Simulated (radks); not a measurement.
Question: Species: Ho IV. Configuration: [Xe] 4f9 7p1 (not the ground configuration). Method: scalar-relativistic Kohn-Sham, PBE, spin-polarised, spherical densities, finite nucleus; open shells are filled with parallel spins first (spin-orbit coupling, left out, can overturn this in heavy ions); Fermi nuclear charge, rms radius 5.2022 fm; computed with a radial shooting solver on a logarithmic mesh with Libxc functionals. Some entries of the table are withheld. Estimate them.

orbital,occ.,eigenvalue (Ry),<r> (bohr),<1/r> (bohr^-1)
1s up,1,-4081.787,0.02074,76.04
1s down,1,-4081.787,0.02074,76.04
2s up,1,-685.7920,0.08810,17.69
2s down,1,-685.7879,0.08810,17.69
2p up,3,-608.0177,0.07807,16.38
2p down,3,-608.0145,0.07807,16.38
3s up,1,-156.1615,0.2300,6.513
3s down,1,-155.9942,0.2298,6.518
3p up,3,-132.3886,0.2290,6.094
3p down,3,-132.2217,0.2288,6.100
3d up,5,-102.1843,0.2080,5.778
3d down,5,-102.0569,0.2078,5.783
4s up,1,-33.92150,0.5176,2.757
4s down,1,-33.56498,0.5178,2.755
4p up,3,-26.07217,0.5481,2.528
4p down,3,-25.72130,0.5484,2.526
4d up,5,-15.46006,0.5915,2.239
4d down,5,-15.11559,0.5925,2.235
5s up,1,-6.82755,1.220,(1)
5s down,1,-6.66523,1.232,(2)
5p up,3,(3),1.398,0.9359
5p down,3,(4),1.415,0.9216
4f up,7,-3.82814,0.7382,1.728
4f down,2,-3.51242,0.7555,1.704
7p up,1,-0.89244,6.021,0.2178

Answer: 
(1) 5s up <1/r> (bohr^-1): 1.090
(2) 5s down <1/r> (bohr^-1): 1.076
(3) 5p up eigenvalue (Ry): -4.84209
(4) 5p down eigenvalue (Ry): -4.72179
